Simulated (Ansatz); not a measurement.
Li₉Br₉⁺ (started as a model of: 2x3x3 LiBr rock-salt block). Charge 1, multiplicity 2. Geometry PBE-D4/def2-SVP, that of the neutral singlet; atoms count from 1.

```xyz
18

Li    3.3497    0.3856   -0.7544
Br    2.6546    0.6597    1.6013
Li    0.7981    1.3564    3.0762
Br    2.2425   -1.7137   -1.4432
Li    0.6760   -1.0293    0.7111
Br   -0.7360   -0.5805    3.0281
Li    0.0917   -2.7112   -2.1402
Br   -1.1478   -2.9544   -0.0161
Li   -2.4599   -1.7404    1.6903
Br    2.5022    2.2151   -2.0660
Li    1.2206    2.4822    0.1841
Br   -0.3000    3.2811    2.1403
Li    0.8400    0.2911   -2.6258
Br   -0.5788    0.8813   -0.6087
Li   -1.9092    1.3369    1.5011
Br   -1.0760   -1.1859   -3.5879
Li   -2.2896   -0.8543   -1.3087
Br   -3.8781   -0.1199    0.6185
```

An occupied level lies above an empty one. The gap within one spin of the charge 1 doublet nearly closes, so an electron or hole may be smeared out by delocalisation error.

(1) Estimate the Mulliken populations from the PBE/def2-SVP orbitals of Ansatz.

(2) Where does the spin sit?

(3) And the Mayer bond orders between heavy atoms (over 0.3)?

## Answers

(1) 
```csv
atom,charge (e),spin (α − β)
Li1,0.54,0.00
Br2,-0.43,0.02
Li3,0.54,0.00
Br4,-0.42,0.05
Li5,0.41,0.00
Br6,-0.41,0.08
Li7,0.54,0.00
Br8,-0.43,0.02
Li9,0.54,0.00
Br10,-0.34,0.19
Li11,0.48,-0.01
Br12,-0.34,0.18
Li13,0.47,-0.01
Br14,-0.41,0.14
Li15,0.47,-0.01
Br16,-0.34,0.19
Li17,0.48,-0.01
Br18,-0.34,0.18
```
Mulliken values depend strongly on the basis.

(2) Summed by element: Li -0.04, Br 1.04, of 1 unpaired in all. Largest on single atoms: Br16 0.19, Br10 0.19, Br12 0.18.

(3) Li1–Br10 0.31 (2.41 Å); Li3–Br12 0.32 (2.41 Å); Li7–Br16 0.31 (2.41 Å); Li9–Br18 0.32 (2.41 Å).
